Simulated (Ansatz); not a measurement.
Mulliken charges of CH5ClOSi (`OC([SiH3])Cl`) from PBE/def2-TZVPP in Ansatz (PBE0-D4/def2-TZVP geometry).

```tsv
atom	x (Å)	y (Å)	z (Å)	charge (e)
O1	0.339	1.555	-0.429	-0.256
C2	-0.475	0.481	-0.135	0.036
Si3	0.582	-0.990	0.444	0.210
Cl4	-1.405	-0.083	-1.602	-0.176
H5	-0.202	2.320	-0.653	0.191
H6	-1.265	0.733	0.578	0.119
H7	1.510	-1.364	-0.648	-0.033
H8	-0.335	-2.108	0.770	-0.038
H9	1.340	-0.589	1.658	-0.054
```

Question: By hand: the dipole of these point charges (1 e Å = 4.8032 D).

Answer: Σ q r = (-0.033, 0.113, 0.327) e Å, of length 0.348 e Å = 1.67 D.

Question: How does the dipole of the full density compare? (Estimate.)

Answer: Ansatz gave: (-0.082, 0.242, 0.257) e Å, 1.74 D; the point charges give 0.96 times that, at 25° from its direction.

Point charges leave out the atoms' own dipoles, such as those of lone pairs, and Mulliken's split depends on the basis, so the two needn't agree.
